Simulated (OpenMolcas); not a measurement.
## Xe2+: effect of the active space

- Program: OpenMolcas 26.06
- Method: XMS-CASPT2 or its RAS form, IPEA 0.25 Eh, imaginary shift 0.1 Eh
- Basis: ANO-RCC-VTZP
- Scalar Hamiltonian: DKH2, point nucleus
- Spin-orbit coupling: state interaction with AMFI integrals over the reference wave functions, term energies averaged over their components

A. 4 electrons in 3 orbitals (5p); 2S+1 = 3 even, 3 roots; 2S+1 = 1 even, 6 roots; closed shells correlated: 4d 5s; CASPT2 step of the order of 1 core-seconds
B. 6 electrons in 9 orbitals (RAS2 5s 5p; RAS3 5d, at most 2 electrons); 2S+1 = 3 even, 3 roots; 2S+1 = 1 even, 7 roots; 2S+1 = 3 odd, 3 roots; 2S+1 = 1 odd, 3 roots; closed shells correlated: 4d; CASPT2 step about 11 core-seconds

Energies in eV above 5s2 5p4 3P2, the measured ground level; measured values from Saloman, J. Phys. Chem. Ref. Data 33, 765 (2004).

```
      Level       A       B  Measured
5s2 5p4 3P2  0.0000  0.0000    0.0000
5s2 5p4 3P0   0.972   0.975    1.0080
5s2 5p4 3P1   1.081   1.053    1.2143
5s2 5p4 1D2   2.046   2.032    2.1200
5s2 5p4 1S0   4.327   4.348    4.4762
```

Deviations, from unrounded energies. A percentage is the sum of absolute deviations over the sum of measured energies, with the sign that they share, or ± where signs differ.

```json
{"Against measurement": "mean absolute deviation (cm-1)", "Levels": "4", "A": "790", "B": "830"}
{"Against measurement": "fine structure of the ground term (%)", "Levels": "2", "A": "-7.6", "B": "-8.8"}
{"Against measurement": "other terms of the ground configuration (%)", "Levels": "2", "A": "-3.4", "B": "-3.3"}
```

A, B lie about equally close to measurement. The largest miss of A in the table is 5s2 5p4 1S0, by -1200 cm-1. The ranking rests on the paired levels alone, and a cruder setting can come out closer through cancelling errors.

The two smallest mean deviations differ by little beside CASPT2's spread within terms, so their order carries little weight.

Between A and B the level of the table that moves most is 5s2 5p4 3P1, by 230 cm-1 (lowest in B, highest in A). Moves below CASPT2's spread within the term are not significant.

CASPT2 does not keep the components of a term degenerate, so their means are used; among the terms shown or strongly mixed into the levels shown the widest spread is 1300 cm-1 (5s2 5p4 1D, A). With the s shell closed, the reference lacks s² → p² mixing (holds for A). The run also gave levels led by 5s 5p4 5d, which use shells meant for correlation; these and all levels above them are left out (holds for B). Measured partners are found by configuration, term and J. A level has none where our copy of the source lacks it or the pairing is in doubt (some pairs that miss far off the trend of their configuration count as doubtful), and it then counts in no deviation. Only configurations of the active space appear. Levels that lie high or do not pair safely by name in every column are left out.
